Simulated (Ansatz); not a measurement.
Total energies of GaH10NOSi2Sn (`[NH2][Sn@@H]([GaH2])[Si@H](O)[SiH3]`).

```xyz
16

N    -0.6002   -2.0277   -0.7359
Sn    0.6605   -0.4626   -1.1492
Ga   -0.4782    0.9625   -3.0266
Si    0.9011    0.6894    1.1483
O     1.9913   -0.0698    2.1453
Si   -1.1901    0.6059    2.1875
H    -0.2023   -2.6901   -0.0810
H    -0.8669   -2.5498   -1.5614
H     2.2149   -1.0325   -1.6629
H     0.1433    2.3382   -3.4690
H    -1.8021    0.4669   -3.7171
H     1.2998    2.1124    0.9160
H     2.8962   -0.1341    1.8355
H    -1.2120    1.3809    3.4584
H    -2.1739    1.2093    1.2458
H    -1.5815   -0.7989    2.4663
```

Total charge 0; spin multiplicity 1. Correlated methods include outer-core shells of Ga, Sn, which these sets cover unevenly. Scalar relativity is left out up to krypton. Sn takes the def2 core potential. The geometry is a stationary point of PBE0-D4/def2-TZVP. It is one conformer, not always the lowest. Basis def2-TZVPP, Ansatz 0.2.0.

RPA on PBE orbitals: Hartree–Fock energy of these orbitals -2849.60886 Eh, correlation -2.05510 Eh (frozen core).

```tsv
functional	energy without D4 (Eh)	D4 term (kJ/mol)
PBE	-2853.49001	-44.8
revPBE	-2853.98511	-103.8
BLYP	-2854.20582	-91.8
r2SCAN	-2854.19499	-11.6
B97M-V	-2853.70349	–
r2SCANh	-2854.16181	-12.8
r2SCAN0	-2854.11448	-14.2
HSE06 (plane-wave form)	-2853.58364	-37.8
BHLYP	-2854.07540	-66.7
CAM-B3LYP	-2854.30691	-41.8
LC-ωPBE	-2853.77609	–
ωB97X-V	-2853.91951	–
B2PLYP	-2853.32988	–
PBE-QIDH	-2852.88638	–
```

(1) Give the same for LDA (SPW92), PBE0, B3LYP, ωB97M-V. (Estimate.)

B3LYP takes the VWN-RPA correlation (the form of Gaussian; ORCA's B3LYP/G). HSE06 is the plane-wave form, built on full-range PBE exchange. The double hybrids freeze the cores in their second-order part.

Answers

(1) Ansatz gave: 
| functional | energy without D4 (Eh) | D4 term (kJ/mol) |
| --- | --- | --- |
| LDA (SPW92) | -2847.50548 | – |
| PBE0 | -2853.60616 | -39.5 |
| B3LYP | -2854.42137 | -72.5 |
| ωB97M-V | -2853.98507 | – |

LC-ωPBE has ω = 0.4 bohr⁻¹.
